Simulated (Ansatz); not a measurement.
Reaction (cleavage of the Si–Si bond): `[SiH3][SiH]1BO1` + HI → `[SiH3]I` + `B1O[SiH2]1`

Calculated with Ansatz (gas phase, PBE0-D4/def2-TZVP geometries, no zero-point term in ΔE). CBS: MP2 limit from def2 TZ/QZ plus the TZ coupled-cluster correction, frozen cores. Functionals use def2-TZVPP. B3LYP here is the variant with VWN-RPA as its local correlation; programs differ in this. def2 core potentials past Kr. For I outer-core shells are correlated without core-valence functions, which leaves a few kJ/mol of doubt a bond.

`[SiH3][SiH]1BO1`:

```xyz
9

Si   -1.235   -1.051   -0.290
Si    0.337    0.664   -0.436
B     1.902    0.818    0.643
O     0.770    1.308    1.153
H    -1.354   -1.698   -1.624
H    -0.773   -2.055    0.703
H    -2.572   -0.536    0.112
H    -0.084    1.774   -1.332
H     3.011    0.775    1.071
```

HI:

```xyz
2

I    -0.269    0.649    0.393
H     0.269   -0.649   -0.393
```

`[SiH3]I`:

Cartesian coordinates in Å:
```
Si -0.151 -0.108 0.091
I 1.629 1.170 -0.979
H -0.754 -1.008 -0.920
H -1.163 0.840 0.610
H 0.438 -0.895 1.199
```

`B1O[SiH2]1`:

Z-matrix (Å, degrees):
```
Si
O 1 1.753
B 1 1.899 2 42.8
H 1 1.482 2 111.3 3 -118.0
H 1 1.482 2 111.3 3 118.0
H 3 1.189 1 165.7 2 -180.0
```

CCSD(T)/CBS gives -0.83 eV.

Task: Another level gave -0.78 eV. Which?
A. RPA@PBE/def2-TZVPP
B. HF/def2-TZVPP
C. B3LYP/def2-TZVPP
D. revPBE/def2-TZVPP

Result: C. B3LYP -0.78, RPA@PBE/def2-TZVPP -0.73, HF/def2-TZVPP -0.97, revPBE -0.67 eV.

Task: What do rigid-rotor, harmonic-oscillator terms from PBE0-D4/def2-TZVP frequencies (298.15 K, 1 bar) make of the CCSD(T)/CBS value? (An estimate is asked.)

Result: Ansatz gave: ΔZPE = +0.08 eV, ΔH = -0.79 eV, ΔS = -1 J/(mol·K), ΔG = -0.79 eV.

Largest T1 diagnostic among the species: 0.017.

From PBE to PBE0 (25 % exact exchange), in def2-TZVPP and without D4, ΔE moves by −0.07 eV. In def2-TZVPP, CCSD(T) changes the Hartree–Fock value by +0.22 eV (the triples alone add +0.03 eV) and MP2 by +0.09 eV.
